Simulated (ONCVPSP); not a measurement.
# Building the ONCV potential for gallium (Ga) (LDA (Perdew-Zunger), fully relativistic).

gallium, optimised norm-conserving Vanderbilt (ONCV), made with ONCVPSP 4.0.1 (LDA (Perdew-Zunger), fully relativistic). Core [Ar] 3d10, reference 4s1.75 4p1.25. Waves: 4s: rc 1.95 bohr, ncon 4, nbas 7, qcut 3.7 1/bohr, 3 projectors, debl 1.4 Ha; 4p: rc 2.10 bohr, ncon 4, nbas 9, qcut 3.2 1/bohr, 2 projectors, debl 0.8 Ha. Local part: polynomial inside 1.30 bohr (lpopt 3, dvloc0 0 Ha). Core correction: polynomial model core, fcfact 0.75.

Open shells are filled in proportion to 2j + 1.

All-electron outer shells of the reference configuration (LDA (Perdew-Zunger), scalar-relativistic, ld1.x):

```
shell  level (eV)  outermost node (bohr)  outermost maximum (bohr)
   3p      -99.16                   0.24                      0.56
   3d      -19.89                      –                      0.53
   4s       -9.47                   0.81                      1.87
   4p       -2.94                   0.87                      2.50
```

Task: Does the generator finish with these settings?

Result: Yes, a potential is produced and its reference levels are reproduced.

Task: Estimate the cutoffs (Ha) at which the residual kinetic energy of the hardest occupied pseudo-wave falls to 1 and 0.1 mHa per electron.

Result: 7.3 Ha and 26 Ha.

Task: What does a ghost test show?

Result: No bound ghost flagged; GHOST(+) flagged for s at 137.9 eV.

Task: Which valence shell sets the plane-wave cutoff?

Result: 4s: 7 Ha for 1 mHa per electron, against 3 Ha for 4p.

Task: Tests: 4s2 4p1; 4s2 4p0; 4s1 4p0; 4s0 4p3. Which has the largest error in its energy relative to the reference configuration, and how large is it?

Result: 4s1 4p0, with -153 meV (all-electron minus pseudo) on +25.77 eV.
